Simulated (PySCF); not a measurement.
C2H7NOSi2, SMILES [SiH3]C1=NC[SiH2]O1.

The structure is a stationary point at PBE0-D3(BJ)/def2-SVP. This is a generated structure with no PubChem entry under its InChIKey; it may be hypothetical. One conformer was computed; it need not be the lowest.

All values below come from TDDFT-PBE/def2-SVPD (PySCF).

Vertical excitations. The molecule is in vacuum. State labels are in the subgroup Cs.

```
state  symmetry  energy (eV)  λ (nm)      f                                            main pairs
-----  --------  -----------  ------  -----  ----------------------------------------------------
S1           A"         4.98     249  0.004                                        HOMO→LUMO 99 %
S2           A'         5.31     233  0.083                                      HOMO→LUMO+1 91 %
S3           A"         5.53     224  0.000                                   HOMO−1→LUMO+1 100 %
S4           A'         5.80     214  0.012                                      HOMO→LUMO+2 88 %
S5           A'         5.98     207  0.042                    HOMO−1→LUMO 67 %, HOMO→LUMO+2 10 %
S6           A"         6.17     201  0.001                                   HOMO−1→LUMO+2 100 %
S7           A'         6.34     195  0.010                                      HOMO→LUMO+3 94 %
S8           A'         6.55     189  0.014                    HOMO→LUMO+5 62 %, HOMO→LUMO+4 34 %
S9           A'         6.61     188  0.018  HOMO→LUMO+4 49 %, HOMO→LUMO+5 35 %, HOMO→LUMO+6 12 %
S10          A"         6.69     185  0.000                  HOMO−1→LUMO+3 82 %, HOMO−2→LUMO 18 %
T1           A"         4.39     282      0                                        HOMO→LUMO 99 %
T2           A'         4.45     278      0                                      HOMO−1→LUMO 97 %
T3           A'         4.90     253      0                                      HOMO→LUMO+1 99 %
T4           A"         5.40     230      0                                   HOMO−1→LUMO+1 100 %
```
Triplets are in the Tamm–Dancoff approximation, which puts them higher than full response would, so one can lie above its singlet here.
